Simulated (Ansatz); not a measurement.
A CCSD(T) single point on `C1[C@H]2C[C@H]3C[C@@H]1C[C@@]([C@]14C[C@H]5C[C@H](C[C@H](C5)C1)C4)(C2)C3`.

```yaml
crystal:
  periodic: [false, false, false]
  atoms:
    - {symbol: C, position_ang: [-1.841189, 2.600092, 1.850176]}
    - {symbol: C, position_ang: [-0.342437, 2.431465, 2.078456]}
    - {symbol: C, position_ang: [0.419397, 3.446610, 1.232436]}
    - {symbol: C, position_ang: [0.103298, 3.206403, -0.240384]}
    - {symbol: C, position_ang: [-1.394247, 3.377154, -0.474635]}
    - {symbol: C, position_ang: [-2.151406, 2.362121, 0.375797]}
    - {symbol: C, position_ang: [-1.725428, 0.948077, -0.016424]}
    - {symbol: C, position_ang: [-0.217299, 0.727159, 0.201138]}
    - {symbol: C, position_ang: [0.217296, -0.727161, -0.201124]}
    - {symbol: C, position_ang: [-0.512185, -1.789609, 0.641259]}
    - {symbol: C, position_ang: [-0.092265, -3.205926, 0.250709]}
    - {symbol: C, position_ang: [1.408005, -3.371990, 0.470781]}
    - {symbol: C, position_ang: [2.154032, -2.357466, -0.389945]}
    - {symbol: C, position_ang: [1.830023, -2.600610, -1.860564]}
    - {symbol: C, position_ang: [0.328707, -2.436619, -2.074623]}
    - {symbol: C, position_ang: [-0.422113, -3.451301, -1.218182]}
    - {symbol: C, position_ang: [-0.094255, -1.022426, -1.679786]}
    - {symbol: C, position_ang: [1.728514, -0.942624, -0.000040]}
    - {symbol: C, position_ang: [0.078373, 1.016460, 1.684229]}
    - {symbol: C, position_ang: [0.525074, 1.790154, -0.629240]}
    - {symbol: H, position_ang: [-2.398276, 1.889413, 2.471125]}
    - {symbol: H, position_ang: [-2.159381, 3.605819, 2.147115]}
    - {symbol: H, position_ang: [-0.111364, 2.587359, 3.137781]}
    - {symbol: H, position_ang: [0.138537, 4.466277, 1.519322]}
    - {symbol: H, position_ang: [1.496873, 3.348094, 1.406593]}
    - {symbol: H, position_ang: [0.656692, 3.922557, -0.857430]}
    - {symbol: H, position_ang: [-1.628406, 3.228444, -1.534852]}
    - {symbol: H, position_ang: [-1.704841, 4.395737, -0.215942]}
    - {symbol: H, position_ang: [-3.228070, 2.467921, 0.204145]}
    - {symbol: H, position_ang: [-2.300930, 0.228265, 0.572848]}
    - {symbol: H, position_ang: [-1.983170, 0.780797, -1.066112]}
    - {symbol: H, position_ang: [-1.594463, -1.693268, 0.514902]}
    - {symbol: H, position_ang: [-0.299609, -1.639288, 1.703556]}
    - {symbol: H, position_ang: [-0.637592, -3.921737, 0.875287]}
    - {symbol: H, position_ang: [1.651960, -3.219605, 1.528264]}
    - {symbol: H, position_ang: [1.718980, -4.390425, 0.211970]}
    - {symbol: H, position_ang: [3.232623, -2.459847, -0.228620]}
    - {symbol: H, position_ang: [2.379221, -1.890282, -2.488898]}
    - {symbol: H, position_ang: [2.147835, -3.606368, -2.157810]}
    - {symbol: H, position_ang: [0.087613, -2.596275, -3.131151]}
    - {symbol: H, position_ang: [-1.501476, -3.356115, -1.382218]}
    - {symbol: H, position_ang: [-0.141375, -4.471124, -1.504629]}
    - {symbol: H, position_ang: [0.422096, -0.305192, -2.324392]}
    - {symbol: H, position_ang: [-1.165514, -0.909133, -1.869100]}
    - {symbol: H, position_ang: [2.294701, -0.225728, -0.601520]}
    - {symbol: H, position_ang: [1.998716, -0.766963, 1.045283]}
    - {symbol: H, position_ang: [-0.450689, 0.301212, 2.320459]}
    - {symbol: H, position_ang: [1.146557, 0.895242, 1.886331]}
    - {symbol: H, position_ang: [1.605189, 1.692435, -0.487486]}
    - {symbol: H, position_ang: [0.327632, 1.641803, -1.694874]}
basis:
  gaussian: {orbitals: def2-SVP}
correlation: {method: ccsd_t}
```

```sh
$ ansatz run in.yaml --threads 11 --pin off --events-out ev --progress --plain --max-ram 120832MiB --backend cuda --devices 0, --max-vram 75GiB
```

The program prints (abridged):

```
Functional definition: HF
4452 factors; integrals over basis functions are off by at most 1.5e-3 eV
mean field evaluation 1: about -21057.9764 eV, gradient 6.2e1 eV
mean field evaluation 2: about -21057.9976 eV, gradient 6.2e1 eV
mean field evaluation 4: about -21069.9045 eV, gradient 1.1e1 eV
mean field evaluation 8: about -21070.2065 eV, gradient 8.5e-2 eV
mean field evaluation 16: about -21070.1846 eV, gradient 1.1e0 eV
mean field -21070.20647986 eV, -774.3158062358 hartree, gradient 7.3e-7 eV, S^2 0.000000; 0 other end points of the search recorded, 0 dependent functions left out
20 core orbitals not correlated: weight in the atoms' cores, before any rotation towards them, 1.000 or more for the frozen orbitals, at most 0.000 for the correlated occupied ones
reference -21070.20647986 eV, -774.3158062358 hartree; 55, 55 occupied and 355, 355 virtual orbitals, 4452 factors
second order -76.59182139 eV of doubles, -0.00000000 eV of singles
cycle   1  -79.18527022 eV  change    -2.6e0 eV  update   1.8e-1
cycle   2  -81.16055464 eV  change    -2.0e0 eV  update   4.8e-2
cycle   3  -81.48221956 eV  change   -3.2e-1 eV  update   1.9e-2
cycle   4  -81.48529278 eV  change   -3.1e-3 eV  update   4.4e-3
cycle   5  -81.49121507 eV  change   -5.9e-3 eV  update   1.5e-3
cycle   6  -81.49247141 eV  change   -1.3e-3 eV  update   3.3e-4
cycle   7  -81.49235927 eV  change    1.1e-4 eV  update   1.1e-4
perturbative correction -3.00330147 eV, -0.1103692932 hartree
Total energy: -21154.70214059 eV, -777.4209644945 hartree
```

It took 56 s on 11 threads of an AMD EPYC 7R13 on a shared host and a whole NVIDIA H100 80 GB, with 1.1 GiB of host memory at the peak.

MP2 recovers 90.6 % of the CCSD(T) correlation energy and the triples give 3.6 %; T1 = 0.0081.
